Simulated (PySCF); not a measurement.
## From a computed spectrum to the compound

A species of 7 atoms with charge 1 has these harmonic modes (PBE0, small Gaussian bases with core potentials, PySCF 2.14.0):

| cm⁻¹ | km/mol | symmetry |
| --- | --- | --- |
| 136 | 0.8 | a1 |
| 160 | 0.1 | e |
| 160 | 0.1 | e |
| 385 | 0.0 | a2 |
| 450 | 399.0 | e |
| 450 | 399.0 | e |
| 500 | 10.8 | e |
| 500 | 10.8 | e |
| 561 | 432.2 | a1 |
| 711 | 237.4 | e |
| 711 | 237.4 | e |
| 757 | 54.5 | a1 |
| 3897 | 583.2 | e |
| 3897 | 583.2 | e |
| 3908 | 267.2 | a1 |

Question: Which species is it, and in which structure?

Answer: [Ce(OH)3]+ (singlet):
```xyz
7

Ce    0.0000    0.0000   -0.2074
O     1.8548    0.0000    0.5376
H     2.6626    0.0000    1.0671
O    -0.9274    1.6063    0.5376
H    -1.3313    2.3059    1.0671
O    -0.9274   -1.6063    0.5376
H    -1.3313   -2.3059    1.0671
```
Ideal gas at 298.15 K and 1 bar: S = 330.5 J/(mol K), Cp = 99.7 J/(mol K), H − H(0 K) = 19.7 kJ/mol (rigid rotor, harmonic modes, spin degeneracy alone). 
 The answer isn't unique; the calculation gave this one.
